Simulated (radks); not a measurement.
Dipole-allowed excitations along the series with 54 electrons in [Xe]. Method: scalar-relativistic Kohn-Sham, exchange-only LDA, spin-unpolarised, spherical densities, finite nucleus; Fermi nuclear charge, rms radius of each element as measured or else 0.836 A^(1/3) + 0.57 fm; computed with a radial shooting solver on a logarithmic mesh with Libxc functionals. Time-dependent linear response with the Hartree and adiabatic exchange-only LDA kernel, continuum included through the Sternheimer equations, no spin-orbit coupling, so fine structure and intercombination lines are absent. Lines are the poles of the dipole polarisability below minus the highest occupied eigenvalue, found on a grid refined at the orbital gaps; the lowest seven at most are given, and weak or close lines can be missed. The first line takes the name of the lowest orbital gap if no other gap lies below it; otherwise a line is named after a gap within 0.6 % of it, if that gap stands alone.

| species | -e(HOMO) (eV) | lowest orbital gap (eV) | first line (eV) | f | strongest line (eV) | its f | static alpha (bohr^3) |
|---|---|---|---|---|---|---|---|
| Cs+ | 17.480 | 5p-6s 12.446 | 12.524 (5p-6s) | 0.408 | 15.286 (unassigned) | 1.49 | 16.80 |
| Ba2+ | 29.618 | 5p-5d 17.733 | 18.109 (unassigned) | 0.405 | 21.033 (unassigned) | 4.16 | 10.96 |
| La3+ | 43.376 | 5p-5d 21.174 | 23.982 (5p-6s) | 0.220 | 25.831 (unassigned) | 5.57 | 7.810 |
